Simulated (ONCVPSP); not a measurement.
Before and after: ONCV potential for Zn

```json
{"Element": "Zn (Z = 30)", "Generator": "ONCVPSP 4.0.1", "Type": "optimised norm-conserving Vanderbilt (ONCV)", "Functional": "PBEsol", "Relativity": "scalar-relativistic", "Frozen core": "[Ne]", "Valence charge": "20", "Reference configuration": "3s2 3p6 3d10 4s2", "Partial waves": "3s+4s: rc 1.00 bohr, ncon 4, nbas 7, qcut 15.6 1/bohr, 3 projectors, debl 1.3 Ha; 3p: rc 0.65 bohr, ncon 3, nbas 6, qcut 12.3 1/bohr, 1 projector; 3d: rc 1.00 bohr, ncon 4, nbas 8, qcut 18 1/bohr, 2 projectors, debl 1.1 Ha", "Local potential": "polynomial inside 0.60 bohr (lpopt 4, dvloc0 3 Ha)", "Core correction": "none"}
```

All-electron outer shells of the reference configuration (PBEsol, scalar-relativistic, ld1.x):

```
shell  level (eV)  outermost node (bohr)  outermost maximum (bohr)
   2p    -1003.46                      –                      0.15
   3s     -128.92                   0.28                      0.59
   3p      -83.26                   0.25                      0.59
   3d      -10.17                      –                      0.56
   4s       -6.00                   0.85                      2.09
```

Change: s: qcut 11.3; p: qcut 8.9; d: qcut 13.1.

Cutoffs: the cutoffs (Ha) at which the residual kinetic energy of the hardest occupied pseudo-wave falls to 1 and 0.1 mHa per electron; they do not see the model core or the augmentation charge, which bear on the density cutoff. Errors are all-electron minus pseudo energies relative to the spin-unpolarised reference configuration.

Task: How do hardness, ghosts and transferability respond?

Result: The potential gets neither clearly harder nor softer (112 Ha and 263 Ha → 121 Ha and 271 Ha); the p channel sets the loose cutoff, while the largest relative change is in s, which becomes softer; of the 4 tests that both files solve, the error grows in 2 and shrinks in 1 by more than 15 % and 0.3 meV (median size 3.6 → 3.9 meV); neither file shows a bound ghost.

| quantity | base | changed |
| --- | --- | --- |
| cutoff, loose | 112 Ha | 121 Ha |
| cutoff, tight | 263 Ha | 271 Ha |
| loose cutoff by channel | s 75 Ha, p 84 Ha, d 112 Ha | s 51 Ha, p 121 Ha, d 81 Ha |
| bound ghosts | none | none |
| GHOST(+) flags under 300 eV | none | none |
| error for 3s2 3p6 3d10 4s1, meV [ΔE 9.90 eV] | -0.1 | +0.1 |
| error for 3s2 3p6 3d10 4s0, meV [ΔE 28.25 eV] | +1.0 | +2.8 |
| error for 3s2 3p6 3d9 4s0, meV [ΔE 68.76 eV] | -6.3 | -5.1 |
| error for 3s1 3p6 3d10 4s2, meV [ΔE 137.75 eV] | -31 | -80 |
| s: phases at 1.02 bohr within 0.05 rad from the reference energy up to (Ha; the scan ends near 5) | to the end of the scan | to the end of the scan |
| p: phases at 0.66 bohr within 0.05 rad from the reference energy up to (Ha; the scan ends near 5) | to the end of the scan | to the end of the scan |
| d: phases at 1.02 bohr within 0.05 rad from the reference energy up to (Ha; the scan ends near 5) | to the end of the scan | to the end of the scan |
